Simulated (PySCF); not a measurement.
Work out the structure from these simulated measurements.

Formula: C2HCl2F3.

* Triplet: lowest triplet excitation (Tamm–Dancoff): 6.49 eV [TDA wB97X-D/def2-SVPD]
* UV, strongest line: among the 10 lowest singlet transitions: S10 at 9.24 eV (134 nm, f = 0.184) [TDDFT wB97X-D/def2-SVPD]
* 13C NMR: chemical shifts (computed TMS as zero) by class: 126.8 (1 C), 79.0 (1 C) ppm [GIAO PBE0/pcSseg-1]
* Rotational structure: rotational constants A, B, C: 2.099, 1.697, 1.136 GHz [PBE0-D3(BJ)/def2-SVP]
* 1H NMR: chemical shifts (computed TMS as zero) by class: 5.54 (1 H) ppm [GIAO PBE0/pcSseg-1]
* UV, first state: lowest singlet excitation: 7.22 eV (172 nm, f = 0.001) [TDDFT wB97X-D/def2-SVPD]
* XPS: Cl2p3/2 207.1 (×2), C1s 294.9, C1s 299.1, F1s 694.7 (×3), Cl1s 2829.7 (×2) eV [ΔSCF SCAN, pcX-2 on the ionised atom, pcseg-1 elsewhere, spin-free X2C, 2p3/2 from a spin–orbit splitting computed afterwards within the 2p shell]
* Dipole: 1.32 D [wB97X-D/def2-SVPD]
* Polarisability: 54.7 au [wB97X-D/def2-SVPD]
* NMR, other nuclei: isotropic shieldings of nuclei other than C and H, by class: 267 (3 F), 716 (2 Cl) ppm [GIAO PBE0/pcSseg-1]

The electronic properties come from PySCF, for the isolated species, density fitting. Levels stand in brackets. Geometry: PBE0-D3(BJ)/def2-SVP; no solvent, vibrations or thermal averaging. Each NMR value is the plain mean over a class of atoms that symmetry, rotation or inversion makes alike.

**Question.** Give a SMILES that accounts for the data.

**Answer.** Numbering: `[F:1][C:2]([F:3])([F:4])[CH:5]([Cl:6])[Cl:7]`. Its formula, C2HCl2F3, gives 0 degrees of unsaturation, so no ring and no π bond. 2 carbons fall into 2 classes; from least to most shielded: CF3 carbon [C2] (126.8 ppm), CHCl2 carbon [C5] (79.0 ppm). The one hydrogen (5.54 ppm): methine hydrogen. The other shieldings belong to: 267 ppm, fluorine of a CF3 group [F1/F3/F4]; 716 ppm, alkyl chlorine [Cl6/Cl7]. The core levels belong to: Cl2p3/2 207.1 eV, alkyl chlorine [Cl6/Cl7]; C1s 294.9 eV, CHCl2 carbon [C5]; C1s 299.1 eV, CF3 carbon [C2]; F1s 694.7 eV, fluorine of a CF3 group [F1/F3/F4]; Cl1s 2829.7 eV, alkyl chlorine [Cl6/Cl7]. One atom of each topological class was ionised and stands for its class. The optimised geometry has point group Cs and is an asymmetric top. Structure: `FC(F)(F)C(Cl)Cl` (1,1-dichloro-2,2,2-trifluoroethane). The assignments are read from this structure; whether some other isomer fits the data as well wasn't checked. NMR values of atoms bound to several Cl lack the spin–orbit term that these neighbours bring.

The values belong to the conformer `[F:1][C:2]([F:3])([F:4])[CH:5]([Cl:6])[Cl:7]`: F1–C2–C5–Cl6 -62°.
